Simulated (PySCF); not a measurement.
Al(All)(Cl)(F) (C3H5AlClF), SMILES C=C[CH2][Al]([F])[Cl].

Coordinates come from a PBE0-D3(BJ)/def2-SVP optimisation. The structure was generated by enumeration; whether it is a known compound was not checked. Other conformers were not sampled.

Level of theory: TDA-PBE/def2-SVPD (PySCF 2.14.0).

Vertical excitations. Gas-phase values at a fixed geometry.

Question: Estimate the UV-visible absorptions. (The exact figures need the calculation; the answer reports its results.)

Answer: 
```
state  energy (eV)  λ (nm)      f                                                           main pairs
-----  -----------  ------  -----  -------------------------------------------------------------------
S1            4.89     253  0.074                                     HOMO→LUMO 76 %, HOMO→LUMO+1 17 %
S2            5.73     217  0.006                                                     HOMO−1→LUMO 85 %
S3            5.88     211  0.004                                                     HOMO−2→LUMO 76 %
S4            6.03     206  0.068  HOMO→LUMO+1 47 %, HOMO−2→LUMO 19 %, HOMO−3→LUMO 12 %, HOMO→LUMO 8 %
S5            6.28     197  0.122                                                     HOMO→LUMO+2 86 %
S6            6.74     184  0.043                                   HOMO→LUMO+3 59 %, HOMO−3→LUMO 30 %
S7            6.86     181  0.035                 HOMO−3→LUMO 36 %, HOMO→LUMO+3 27 %, HOMO→LUMO+4 12 %
S8            7.03     176  0.052                                                   HOMO−1→LUMO+1 95 %
S9            7.05     176  0.019                                                     HOMO→LUMO+4 85 %
S10           7.20     172  0.039                                                   HOMO−2→LUMO+1 91 %
T1            3.65     340      0                                                       HOMO→LUMO 96 %
T2            5.16     240      0                                                     HOMO→LUMO+1 94 %
T3            5.58     222      0                                                     HOMO−1→LUMO 92 %
T4            5.77     215      0                                                     HOMO−2→LUMO 88 %
```
Triplets are in the Tamm–Dancoff approximation.
